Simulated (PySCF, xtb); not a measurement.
Mg(Br)(iPr) (C3H7BrMg), SMILES C[CH](C)[Mg][Br].

GFN2-xTB in xtb 6.7.1 at its own geometry gives an orbital gap of 2.48 eV and a dipole moment of 6.63 D.

Geometry optimised at B3LYP-D3(BJ)/def2-SVP. One conformer was computed; it need not be the lowest.

Question: What does PBE0/def2-TZVP run with PySCF give? (Estimate from the structure and the level; the computed values follow.)

Answer: gap 5.44 eV (levels -6.63 and -1.20 eV), dipole 2.38 D.
